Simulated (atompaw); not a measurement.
Plane-wave convergence, PAW (atompaw) potential for Ni (Z = 28)

Ni, PAW, made with atompaw 4.2.0.5 (PBE, non-relativistic). Core [Ar], reference 3d8 4s1.5 4p0 (charge +0.5). Waves: 4s (bound): rc 3.00 bohr; 4s channel at 4.05 Ry: rc 3.00 bohr; 4p (bound, empty): rc 3.00 bohr; 4p channel at 0.9 Ry: rc 3.00 bohr; 3d (bound): rc 1.55 bohr; 3d channel at -0.1 Ry: rc 1.55 bohr. Local part: troulliermartins scheme with l = 3 at 0 Ry, radius 2.25 bohr. Core correction: smooth core density matched at 1.90 bohr. Augmentation charge: besselshape compensation charge, radius 2.25 bohr; PAW radius 3.00 bohr; waves and projectors: custom polynom vanderbiltortho.

The pseudo-atom Hamiltonian at the reference potential is diagonalised in spherical Bessel functions j_l(qr) that vanish at 20 bohr, with q² up to the cutoff. All-electron valence levels (Ry): 4s -0.6693, 4p -0.3113, 3d -0.9927.

How do the lowest levels (Ry) of each channel move with the cutoff, and are there ghosts?

| cutoff (Ry) | s #1 | p #1 | p #2 | d #1 | d #2 | f #1 | Σ f·Δε (mRy) |
| --- | --- | --- | --- | --- | --- | --- | --- |
| 8 | -0.6693 | -0.3113 | -0.0481 | -0.0517 | 0.0295 | 0.0348 | 7528.2 |
| 18 | -0.6693 | -0.3113 | -0.0481 | -0.4410 | -0.0323 | 0.0348 | 4413.3 |
| 35 | -0.6693 | -0.3113 | -0.0481 | -0.9857 | -0.0392 | 0.0348 | 55.9 |
| 50 | -0.6693 | -0.3113 | -0.0481 | -0.9907 | -0.0393 | 0.0348 | 15.8 |
| 80 | -0.6693 | -0.3113 | -0.0481 | -0.9926 | -0.0393 | 0.0348 | 1.2 |
| 120 | -0.6693 | -0.3113 | -0.0481 | -0.9927 | -0.0393 | 0.0348 | 0.2 |
| 400 | -0.6693 | -0.3113 | -0.0481 | -0.9927 | -0.0393 | 0.0348 | 0.0 |

Result: no extra level below or beside the all-electron valence levels (s, p, d, f tested); 10 mRy is reached at 60 Ry and 1 mRy at 100 Ry.
